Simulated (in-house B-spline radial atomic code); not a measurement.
How numerical settings move a run on Sb, [Kr] 4d10 5s2 5p3. Computed with an all-electron radial atomic-structure program (B-spline basis): Dirac-Kohn-Sham PBE0, spherical fractional occupations, Fermi nucleus of rms radius 4.6802 fm.

Command:
```bash
python run_scf.py task.json out
```
Settings of the sound reference run:
```
Z                51
electrons        51
configuration    [Kr] 4d10 5s2 5p3
hamiltonian      dirac
method           pbe0
spin_polarised   False
nucleus          fermi
rms_radius       4.6802
mass_number      121
atomic_mass      120.9038
speed_of_light   137.036
knot_spacing     0.22
spline_order     8
gauss_points     12
box_radius       50
max_iterations   70
damping          0.5
damped_steps     3
diis_vectors     10
tolerance        1e-08
start            Thomas-Fermi
```

Run time, properties included: 1.1 s on 1 thread of Intel(R) Xeon(R) 6975P-C, with other jobs on the host.

It converges in 10 iterations to -6483.229818 hartree, with 5p3/2 at -4.77946 eV. The other runs change the listed settings, some to values that make no sense; their results aren't properties of the atom or ion. Radii are in bohr (the nuclear one in fm), a minus after a letter asks for a j subshell, and «unchanged» means within 1e-8 hartree. The run stops when the residual is below 10 × tolerance × max(1, Z/10), or a noise floor if that is larger, and the energy moves by less than 1e-8 × √|E| hartree; so very loose and very tight tolerances often act alike.

```tsv
changed settings	outcome
first_knot = 1.96e-06	converged in 9 iterations, energy -4.39e-08 hartree from the reference, 5p3/2 level -9.6e-06 eV
box_radius = 25, max_iterations = 60, damping = 0.95, start = bare nucleus	stopped with error: index 0 is out of bounds for axis 0 with size 0
first_knot = 0.0196	converged in 10 iterations, energy +1.60e+00 hartree from the reference, 5p3/2 level +7.2e-03 eV
first_knot = 0.00588	converged in 10 iterations, energy -3.40e-02 hartree from the reference, 5p3/2 level +6.2e-04 eV
electrons = 54, configuration = [Kr] 4d10 5s2 5p3 6s3, max_iterations = 60	stopped with error: shell 6s holds at most 2 electrons
gauss_points = 5	converged in 10 iterations, energy -4.61e-08 hartree from the reference
knot_spacing = 0.4, spline_order = 3, max_iterations = 60	converged in 10 iterations, energy +2.56e+00 hartree from the reference, 5p3/2 level -1.9e-02 eV
gauss_points = 4, max_iterations = 50, diis_vectors = 2	converged in 12 iterations, energy -1.42e-07 hartree from the reference, 5p3/2 level +1.2e-06 eV
first_knot = 1.96e-05	converged in 10 iterations, energy +2.14e-06 hartree from the reference, 5p3/2 level +6.1e-07 eV
first_knot = 0.000196	converged in 10 iterations, energy +4.58e-05 hartree from the reference
start = bare nucleus	converged in 12 iterations, energy unchanged, 5p3/2 level +2.0e-06 eV
spline_order = 5, first_knot = 0.00588, max_iterations = 60, diis_vectors = 0	converged in 19 iterations, energy +5.81e-01 hartree from the reference, 5p3/2 level +4.8e-03 eV
gauss_points = 4	converged in 10 iterations, energy -1.42e-07 hartree from the reference
```

(1) What happens with electrons = 52, configuration = [Kr] 4d10 5s2 5p3 3f1, max_iterations = 100?

(2) What happens with method = hf, speed_of_light = 38.26045?

(3) What happens with first_knot = 0.0588?

(4) What happens with gauss_points = 3?

Answers

(1) Stopped with error: there is no 3f shell.

(2) Stopped with error: Z/c is past the critical charge.

(3) Converged in 10 iterations, energy +2.06e+01 hartree from the reference, 5p3/2 level +1.1e-01 eV.

(4) Converged in 9 iterations, energy +3.93e-04 hartree from the reference, 5p3/2 level +9.4e-07 eV.
